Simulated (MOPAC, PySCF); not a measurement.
H$_{3}$In, SMILES `[InH3]`, neutral singlet in the gas phase. 

Cartesian coordinates (Å):
```xyz
4

In     0.0000    -0.0002     0.0001
H     -0.6390     1.6179     0.0547
H     -1.0826    -1.3625    -0.0358
H      1.7216    -0.2553    -0.0193
```
Charge 0, multiplicity 1.

All levels are single points at this geometry (M06-2X/def2-TZVP); Pople sets use spherical d functions. Orbital energies aren't observables, and empty levels follow the basis.

PBE-D3(BJ)/def2-TZVP in PySCF gives gap (eV) = 4.34.

Q: Estimate the gap (eV) from each of these levels: B3LYP-D3(BJ)/def2-TZVP in PySCF; M06-2X/def2-TZVP in PySCF; B3LYP/LANL2DZ in PySCF; M06-2X/6-31G* (LANL2DZ on In) in PySCF; AM1 in MOPAC.

A: 
```json
[
 {"level": "B3LYP-D3(BJ)/def2-TZVP in PySCF", "gap (eV)": "5.78"},
 {"level": "M06-2X/def2-TZVP in PySCF", "gap (eV)": "7.78"},
 {"level": "B3LYP/LANL2DZ in PySCF", "gap (eV)": "6.04"},
 {"level": "M06-2X/6-31G* (LANL2DZ on In) in PySCF", "gap (eV)": "7.93"},
 {"level": "AM1 in MOPAC", "gap (eV)": "8.77"}
]
```
